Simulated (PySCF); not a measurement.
## Dipole response of Mn³⁺ (manganese, charge +3)

[Ar] 3d4, high-spin 5D determinant. Calculation: PySCF 2.14, in dyall-av2z (16s12p7d2f, 101 functions); no relativity, point nucleus. Coupled (time-dependent) response in atomic units; α is the mean over directions. A double-zeta set is small for polarisabilities.

```tsv
method	mean α (bohr³)	α xx, yy, zz	C₆ (like pair)	S(−4)
TPSS	1.960	1.875, 1.875, 2.128	4.792	1.376
```

S(−4) is the Cauchy moment in α(ω) = α(0) + S(−4) ω² + …

α(iu) at TPSS:

| u (hartree) | α(iu) (bohr³) |
| --- | --- |
| 0 | 1.960 |
| 0.0500 | 1.956 |
| 0.100 | 1.946 |
| 0.200 | 1.908 |
| 0.300 | 1.850 |
| 0.500 | 1.703 |
| 0.750 | 1.508 |
| 1.00 | 1.330 |
| 1.50 | 1.039 |
| 2.00 | 0.8246 |
| 3.00 | 0.5490 |
| 5.00 | 0.2916 |

For an ion, C₆ is the dispersion term alone; charge-induced terms of lower order in 1/R come first.

The components differ because the open shell of this determinant is not spherical; for a pure term their mean is the scalar polarisability.
